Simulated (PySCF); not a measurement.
Perfluorobutyryl chloride, C4ClF7O.
SMILES with atom numbers: `[O:1]=[C:2]([Cl:3])[C:4]([F:5])([F:6])[C:7]([F:8])([F:9])[C:10]([F:11])([F:12])[F:13]`

Torsions of this conformer, `[O:1]=[C:2]([Cl:3])[C:4]([F:5])([F:6])[C:7]([F:8])([F:9])[C:10]([F:11])([F:12])[F:13]`: O1–C2–C4–F5 -17°, C2–C4–C7–F8 62°, C4–C7–C10–F11 -60°.

The closed-shell ground state was solved at several levels (PySCF, density fitting, gas phase, non-relativistic). The structure is a single PBE0-D3(BJ)/def2-SVP conformer in the gas phase; no vibrational or solvent corrections.

```json
{"level": "CAM-B3LYP/def2-SVPD", "basis functions": "291", "total energy (Eh)": "-1385.7214", "HOMO (eV)": "-11.14", "LUMO (eV)": "-1.43", "gap (eV)": "9.71", "dipole (D)": "0.91"}
{"level": "PBE0/pcSseg-2", "basis functions": "475", "total energy (Eh)": "-1386.0923", "HOMO (eV)": "-9.56", "LUMO (eV)": "-2.49", "gap (eV)": "7.07", "dipole (D)": "0.86"}
```

(1) What might PBE0/pcSseg-1 (228 basis functions) give for the same quantities?

(2) Over all these levels, which gives the widest orbital gap and which the narrowest?

(3) How far do the dipole and the HOMO energy spread over the levels?

Results:

(1) Total energy -1385.5900 Eh, HOMO -9.61 eV, LUMO -2.46 eV, gap 7.15 eV, dipole 0.81 D.

(2) CAM-B3LYP/def2-SVPD (range-separated hybrid) has the widest, 9.71 eV, and PBE0/pcSseg-2 (global hybrid, 25 % exact exchange) the narrowest, 7.07 eV. Functional and basis both differ between the two, so the spread mixes both effects.

(3) The dipole runs from 0.81 to 0.91 D (mean 0.86 D) and the HOMO from -11.14 to -9.56 eV.
